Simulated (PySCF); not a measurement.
## Ionisation energy of Sc by level of theory

Sc [Ar] 3d1 4s2 (2D) → Sc⁺ [Ar] 3d1 4s1 (3D), as a difference of total energies. All numbers are calculated (PySCF 2.14, scalar relativity by spin-free X2C-1e, in cc-pVDZ-DK (6s5p3d1f, 43 functions)). Correlated levels: valence: [Ar] frozen. The calculations carry no spin-orbit coupling.

```json
{"method": "UHF", "ionisation energy (eV)": "5.397", "error (eV)": "-1.165"}
{"method": "LDA", "ionisation energy (eV)": "6.682", "error (eV)": "+0.120"}
{"method": "PBE", "ionisation energy (eV)": "6.526", "error (eV)": "-0.036"}
{"method": "MP2 (valence)", "ionisation energy (eV)": "6.051", "error (eV)": "-0.511"}
{"method": "SCS-MP2 (valence)", "ionisation energy (eV)": "6.181", "error (eV)": "-0.381"}
```

Reference: 6.562 eV (measured; NIST levels, between the centres of gravity of the two terms).

Errors of the correlated levels include the incompleteness of this basis and the frozen core.

MP2 underrates the near-degeneracy of ns² with np² in the lower species.
